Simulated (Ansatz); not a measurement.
Job for Ansatz (a first-principles code): R-wB97X-V/def2-TZVPP on CH4GeO2 (SMILES C[O][Ge][OH]), a point of a torsion scan.

Ansatz 0.2 input:
```yaml
crystal:
  periodic: [false, false, false]
  atoms:
    - {symbol: C, position_ang: [-1.13530039, 0.23564094, 0.20309723]}
    - {symbol: O, position_ang: [-0.07076701, -0.67162498, 0.10617638]}
    - {symbol: Ge, position_ang: [1.36402294, -1.67069814, 0.01618398]}
    - {symbol: O, position_ang: [2.14606818, -1.51891867, 1.60142945]}
    - {symbol: H, position_ang: [-1.98410645, -0.24557557, 0.69545676]}
    - {symbol: H, position_ang: [-0.84138404, 1.11234503, 0.78658600]}
    - {symbol: H, position_ang: [-1.44099561, 0.55835772, -0.79578329]}
    - {symbol: H, position_ang: [1.93891981, -1.02568799, 2.39205410]}
basis:
  gaussian:
    orbitals: def2-TZVPP
hamiltonian:
  xc: {name: wB97X-V}
scf: {lower_state_search: off}
```

Question: Predict the final total energy.

Answer: -2267.8188 hartree.

Question: How many basis functions does it have, and what does it roughly cost on one machine?

Answer: 197 functions; very roughly 6 core-seconds.
